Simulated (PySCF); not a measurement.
This script is equivalent to a calculation on P⁺ (phosphorus, charge +1).

```python
from pyscf import gto, scf, dft, mp, cc
import basis_set_exchange as bse
mol = gto.M(atom="P 0 0 0", charge=1, spin=2, symmetry="D2h",
            basis=gto.basis.parse(bse.get_basis("pcseg-2", elements=["P"], fmt="nwchem", header=False)))
mf = dft.UKS(mol, xc="PBE0")
mf.irrep_nelec = {'Ag': (3, 3), 'B1u': (2, 1), 'B2u': (2, 1), 'B3u': (1, 1)}
mf.kernel()
```

Q: What total energy does it give?

A: -340.754 hartree (calculated).

Q: Which occupied shell lies highest, and where?

A: 3p α, at -16.335 eV.

Q: What is ⟨S²⟩, and what would a pure spin state give?

A: 2.004, against 2.00.
